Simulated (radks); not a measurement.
Species: Rh+. Configuration: [Kr] 4d8. Calculated with a radial shooting solver on a logarithmic mesh with Libxc functionals: scalar-relativistic Kohn-Sham, B86b exchange with PBE correlation, spin-polarised, spherical densities, point nucleus; open shells are filled with parallel spins first (spin-orbit coupling, left out, can overturn this in heavy ions).

Local quantities along the radius. ELF = 1/(1 + alpha^2) is the electron localisation function; alpha = (tau - tau_W)/tau_unif compares the Pauli kinetic energy density with that of the uniform gas (summed over spins); -r V(r) is the screened charge that the Kohn-Sham potential of spin up presents (atomic units); 4 pi r^2 rho is in e/bohr. tau is taken from the large components.

r (bohr),ELF,alpha,-r V(r),4 pi r^2 rho
0.001979,0.999,0.02264,44.62,3.538
0.002639,0.999,0.02388,44.47,5.743
0.00352,0.999,0.02614,44.28,9.138
0.004695,0.999,0.02996,44.02,14.16
0.006262,0.999,0.03634,43.68,21.19
0.008352,0.998,0.04738,43.23,30.25
0.01123,0.995,0.06847,42.63,40.92
0.01498,0.988,0.1102,41.87,50.61
0.01998,0.960,0.2039,40.91,56.60
0.02664,0.843,0.4320,39.70,56.51
0.03554,0.531,0.9403,38.20,51.70
0.0474,0.315,1.476,36.36,49.04
0.06321,0.425,1.162,34.21,55.82
0.08431,0.693,0.6662,31.71,68.38
0.1125,0.756,0.5677,28.82,70.59
0.15,0.508,0.9849,25.57,56.52
0.2,0.299,1.532,22.06,46.78
0.2668,0.587,0.8380,18.54,54.11
0.3559,0.775,0.5389,15.05,53.30
0.4746,0.581,0.8491,11.85,31.46
0.633,0.181,2.129,8.971,15.50
0.8443,0.570,0.8687,6.682,15.38
1.135,0.752,0.5744,4.608,13.97
1.514,0.570,0.8682,3.139,7.811
2.019,0.281,1.600,2.267,3.119
2.693,0.101,2.977,1.786,0.9865
3.592,0.023,6.484,1.521,0.2249
4.791,0.002,20.41,1.354,0.03008
6.39,0.000,108.9,1.192,0.001847

On this mesh the ELF has minima near r = 0.047, 0.20, 0.63 bohr, which separate the shells, and maxima near 0.097 (0.76), 0.36 (0.77), 1.1 (0.75).

Self-consistent cycle (total energy in hartree, residual of the potential): 1: -4781.881359, 5e+00; 2: -4783.964821, 2e+00; 3: -4784.448626, 5e-01; 4: -4784.452579, 4e-01; 5: -4784.481204, 6e-03; 6: -4784.480943, 5e-03; 7: -4784.480940, 3e-04; 8: -4784.480937, 2e-04; 9: -4784.480937, 5e-05; 10: -4784.480937, 2e-05; 11: -4784.480937, 6e-06; 12: -4784.480937, 6e-08; 13: -4784.480937, 3e-08; 14: -4784.480937, 3e-10.
